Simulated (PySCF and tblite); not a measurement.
C7H11F, numbered as in [CH2:1]=[C:2]1[CH2:3][CH2:4][CH2:5][C@H:6]([F:7])[CH2:8]1. Free energies: PBE0-D3(BJ)/def2-SVPD (IEF-PCM, chloroform) on PBE0-D3(BJ)/def2-SVP structures plus GFN2-xTB thermal terms, symmetry and mirror images included. Conformers within 3 kcal/mol (GFN2-xTB free energy) were kept, 8 at most. GIAO shieldings: WP04/pcSseg-1 (IEF-PCM, chloroform). Couplings: B3LYP/pcSseg-1 with pcJ-1 on H, F (gas phase; spin-dipole term only for pairs with B, N, F, Si or P). Shifts are against TMS (¹H), TMS (¹³C), CFCl3 (¹⁹F) at the same level; of two unlike H on one atom, a is the less shielded. (PySCF 2.14, tblite 0.8.)

The 6-ring runs over atoms 2–3–4–5–6–8.

Two conformers hold nearly all the population. I: 6-ring chair (all substituents equatorial); δ(H5a) = 1.95 ppm. II: 6-ring chair (F7 axial); δ(H5a) = 1.37 ppm. The average over the ensemble at 298.15 K is 1.76 ppm.

What populations and free-energy difference follow from a two-state model?

p(I) = (1.76 − 1.37)/(1.95 − 1.37) = 0.67, so K = p(II)/p(I) = 0.49 and G(II) − G(I) = −RT ln K = 0.43 kcal/mol. The weights computed directly are 67.3 % and 32.7 %.
